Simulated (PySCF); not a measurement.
# Electron affinity of K by level of theory

K⁻ [Ar] 4s2 (1S) → K [Ar] 4s1 (2S), as a difference of total energies. Computed with PySCF 2.14 in def2-QZVPPD (11s6p4d3f, 70 functions), with the non-relativistic Hamiltonian (point nucleus). Correlated levels: valence: [Ar] frozen; valence and next inner shell: [Ne] frozen. The calculations carry no spin-orbit coupling.

```tsv
method	electron affinity (eV)	difference from reference (eV)
UHF	-0.189	-0.690
LDA	0.522	+0.021
PBE	0.462	-0.039
PBE0	0.434	-0.067
r2SCAN	0.358	-0.143
BHandHLYP	0.330	-0.171
TPSSh	0.483	-0.018
wB97X	0.552	+0.051
revPBE	0.453	-0.048
MP2 (valence)	0.209	-0.292
SCS-MP2 (valence)	0.288	-0.213
MP2 (valence and next inner shell)	0.274	-0.227
SCS-MP2 (valence and next inner shell)	0.339	-0.162
```

Reference: 0.501 eV (measured; photodetachment measurements, as compiled on the Wikipedia data page of electron affinities).

These non-relativistic numbers lack the scalar-relativistic shift.

Errors of the correlated levels include the incompleteness of this basis and the frozen core.

A negative affinity means that the anion lies above the atom at that level of theory.

In the anion the highest occupied orbital energy is positive at LDA, PBE, PBE0, r2SCAN, BHandHLYP, TPSSh, revPBE, a self-interaction effect; the basis confines that electron, and the energy difference can still be sensible.
